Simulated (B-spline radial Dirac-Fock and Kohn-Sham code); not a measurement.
# Conversion-electron coefficients: Os, 62.3 keV

Z = 76 (osmium), transition energy 62.3 keV. Level of theory: a Dirac-Hartree-Slater potential of the neutral atom with a Latter tail (no hole, which puts coefficients of high multipoles low close above an edge), finite nucleus with surface currents; an atomic code on a B-spline grid. The K shell is not open to conversion at this energy. Subshells that would emit electrons below 1 keV are left out.

```
subshell  electron energy (keV)      E2    E3      E5    M3        M5
      L1                  49.33   0.269  12.7    6120   876    126000
      L2                  49.91    12.9   590  252000   110     23900
      L3                  51.43    12.9   539  217000  2010  1.44e+06
      M1                  59.25  0.0795  3.89    2200   260     55800
      M2                  59.51    3.21   162   89000  33.9      9610
      M3                  59.84    3.31   148   70000   587    565000
      M4                  60.27  0.0423  6.56   60300  8.64     14100
      M5                  60.34  0.0361  9.32   58000  8.36    118000
   total                           34.6  1570  837000  4170  2.59e+06
```

Question: For a pure E2 transition, what fraction of decays emits a photon?

Answer: 1/(1 + α) = 0.0281 with the total α = 34.6; the total includes the outer subshells that are not listed.

Values without a named source are computed, but for edge energies of neutral atoms, which are taken from tables.
